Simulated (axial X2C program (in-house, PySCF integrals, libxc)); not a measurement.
## Outer orbitals of ScO⁺ at 1.600 Å, PBE0

Calculated with an in-house all-electron X2C program for linear molecules (integrals from PySCF). Spin-free means the one-electron spin-free X2C Hamiltonian; two-component (2c) means X2C with spin–orbit coupling and atomic mean-field two-electron Coulomb and Gaunt terms, so the difference of the two also holds small scalar two-electron terms. Basis: Sc dyall-cv3z [10s11p7d5f2g], O dyall-av3z [7s6p3d2f] (cores contracted in-house); Gaussian nuclei, density fitting, unrestricted open shells. Masses: Sc 44.956 u, O 15.995 u.

The distance is close to the 2c PBE0 minimum; the highest filled and lowest empty levels are listed.

Spin-free orbitals, state M_S = 0, Λ = 0 (closed shell) (Löwdin shares):

| symmetry | occupied | ε (eV) | atomic character |
| --- | --- | --- | --- |
| σα | yes | -28.96 | 65% O s, 12% Sc d, 12% Sc p |
| π+α | yes | -14.66 | 69% O p, 23% Sc d, 3% Sc f |
| π-α | yes | -14.66 | 69% O p, 23% Sc d, 3% Sc f |
| σα | yes | -14.32 | 65% O p, 26% Sc d, 4% Sc p |
| σα | no | -7.94 | 63% Sc s, 11% O p, 10% Sc p |
| δ-α | no | -7.35 | 98% Sc d |
| δ+α | no | -7.35 | 98% Sc d |
| π+α | no | -6.18 | 53% Sc d, 32% Sc p, 11% O p |
| π-α | no | -6.18 | 53% Sc d, 32% Sc p, 11% O p |

One partner of each degenerate Kramers or spin pair is listed.

Spinors with spin–orbit coupling (state Ω = 0):

| ω | occupied | ε (eV) | atomic character | λ mixture |
| --- | --- | --- | --- | --- |
| 1/2 | yes | -28.97 | 65% O s, 12% Sc d, 12% Sc p | 100% σ |
| 1/2 | yes | -14.68 | 69% O p, 23% Sc d, 3% Sc f | 100% π |
| 3/2 | yes | -14.66 | 69% O p, 23% Sc d, 3% Sc f | 100% π |
| 1/2 | yes | -14.32 | 65% O p, 26% Sc d, 4% Sc p | 100% σ |
| 1/2 | no | -7.94 | 63% Sc s, 11% O p, 10% Sc p | 100% σ |
| 3/2 | no | -7.36 | 98% Sc d | 100% δ |
| 5/2 | no | -7.34 | 98% Sc d | 100% δ |
| 1/2 | no | -6.19 | 53% Sc d, 32% Sc p, 11% O p | 100% π |

One partner of each degenerate Kramers or spin pair is listed.

Mulliken charges and populations of the two-component result (they depend on the basis, above all on diffuse functions):

Sc 1.64 e (s 5.95 p 12.02 d 1.36 f 0.03), O -0.64 e (s 3.98 p 4.61 d 0.05 f 0.01).

Occupations by symmetry block were frozen at the best pattern of an incomplete PBE0 search.
